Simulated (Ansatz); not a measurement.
Saddle point of BSiH$_{4}$SF, closed shell (BSiH₄SF ([F][B]([SiH3])[SH]) → SiH₄ + BSF; bonds formed: Si2–H4; bonds broken: B1–Si2, S3–H4), PBE0-D4/def2-TZVP structure:

```csv
atom,x (Å),y (Å),z (Å)
B1,-0.8547,0.9180,0.0710
Si2,0.6617,-0.7674,0.1517
S3,-1.2595,1.7699,-1.3496
H4,-0.1792,0.4430,-0.9766
F5,-1.2051,0.9378,1.3505
H6,-0.1520,-1.8768,0.7019
H7,1.3602,-1.1932,-1.0876
H8,1.6286,-0.2313,1.1386
```

Energies are electronic, without zero-point energy. Barriers and step energies count from the start structure reached by relaxing down the imaginary mode; all methods use the PBE0-D4 structures, on which another method's saddle can fall below an end. Program: Ansatz 0.2.0. Basis: def2-TZVPP, with def2-QZVPP for the basis limit. Cores are frozen in the correlated methods. B3LYP uses VWN-RPA correlation. Extrapolation: Hartree–Fock as exp(−7.88 √X), correlation as X^−2.97.

```tsv
method	barrier (kcal/mol)	step energy (kcal/mol)
SPW92	37.16	19.58
PBE-D4	40.20	14.49
BLYP-D4	43.37	9.52
r2SCAN-D4	43.39	12.96
B97M-V	45.05	10.38
PBE0-D4	46.00	15.58
B3LYP-D4	47.82	11.01
r2SCAN0-D4	47.55	14.03
BHLYP-D4	54.87	12.34
CAM-B3LYP-D4	51.57	12.53
wB97X-V	?	14.52
wB97M-V	50.23	11.70
B2PLYP	48.31	9.91
PBE-QIDH	?	14.23
RPA on PBE	50.01	10.13
HF	66.55	8.59
MP2	?	9.26
CCSD	53.88	11.40
CCSD(T)	50.23	11.02
```

Q: Fill in the withheld barriers. (Judge from chemistry; the value comes from the calculation.)

A: Computed: wB97X-V 52.72; MP2 47.05; PBE-QIDH 49.21 kcal/mol. Each is the energy of the saddle less that of the start structure, by the same method.

For comparison, the barrier by CCSD(T) at an estimated basis limit (MP2 extrapolated from triple and quadruple zeta, plus CCSD(T) − MP2 in triple zeta) is 49.38 kcal/mol.

The T1 diagnostic stays at or below 0.019.

Labels in which every atom is bracketed show which atoms are joined, not bond orders.

For scale, one of the runs: CCSD(T)/def2-TZVPP, 202 basis functions, launched by `ansatz run in.yaml --threads 4 --pin off --events-out ev --progress --plain --max-ram 9574MiB`. Hardware: 4 CPU threads of an Arm Neoverse V2, shared host. Wall time 34 s; peak host memory 2.4 GiB.
